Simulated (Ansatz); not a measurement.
Isomers of CH4SSe, B3LYP-D3(BJ)/def2-TZVP minima from an xTB search, which can miss the lowest.
Isomer 1, SMILES C[Se]S (charge 0, multiplicity 1):
```xyz
7

C     -1.0455     0.0095     0.0217
Se     0.4393    -0.9325    -0.8612
S      2.1043    -0.3607     0.4782
H     -1.1152    -0.3118     1.0567
H     -1.9475    -0.2746    -0.5203
H     -0.8940     1.0832    -0.0433
H      2.4585     0.7869    -0.1318
```
Isomer 2, SMILES CS[SeH] (charge 0, multiplicity 1):
```
atom    x (Å)    y (Å)    z (Å)
----  -------  -------  -------
C     -1.0121   0.0061   0.0188
S      0.3368  -0.8450  -0.8584
Se     2.0791  -0.4783   0.4479
H     -1.1205  -0.3795   1.0300
H     -1.9187  -0.2083  -0.5501
H     -0.8452   1.0810   0.0399
H      2.4807   0.8240  -0.1281
```

Correlated levels freeze the cores. Filled d and f shells under p-block atoms count as core. MP2 and its Hartree–Fock in def2-QZVPP are density fitted.

Run with Ansatz (Gaussian orbitals). Each number belongs to the level named beside it.

The energy of isomer 2 above isomer 1 is E(isomer 2) − E(isomer 1). Total energies (hartree):

```json
[
 {"level": "HF/def2-TZVPP", "isomer 2": "-2837.6022465", "isomer 1": "-2837.6051487"},
 {"level": "MP2/def2-TZVPP", "isomer 2": "-2838.1137900", "isomer 1": "-2838.1173285"},
 {"level": "HF/def2-QZVPP", "isomer 2": "-2837.6631986", "isomer 1": "-2837.6660758"},
 {"level": "MP2/def2-QZVPP", "isomer 2": "-2838.2163365", "isomer 1": "-2838.2197005"},
 {"level": "CCSD(T)/def2-TZVPP", "isomer 2": "-2838.1826716", "isomer 1": "-2838.1861678"}
]
```

### Question
Work out the energy of isomer 2 above isomer 1 at the basis-set limit: extrapolate the MP2 correlation part as X⁻³, take Hartree–Fock from the larger set, and add the CCSD(T) − MP2 difference of def2-TZVPP.

### Answer

1. Differences (1 hartree = 627.509 kcal/mol): HF/def2-TZVPP 1.821; MP2/def2-TZVPP 2.220; HF/def2-QZVPP 1.805; MP2/def2-QZVPP 2.111; CCSD(T)/def2-TZVPP 2.194.
2. Correlation parts, MP2 less HF: 0.399 in def2-TZVPP (X = 3), 0.306 in def2-QZVPP (X = 4).
3. Limit (4³·(0.306) − 3³·(0.399))/(4³ − 3³) = 0.237; with HF/def2-QZVPP it gives 2.043.
4. CCSD(T) less MP2 in def2-TZVPP: -0.027.
Result: 2.02 kcal/mol, against 2.22 at MP2/def2-TZVPP. It is an estimate of this method's limit, not of the exact value.

Ansatz is a first-principles code.
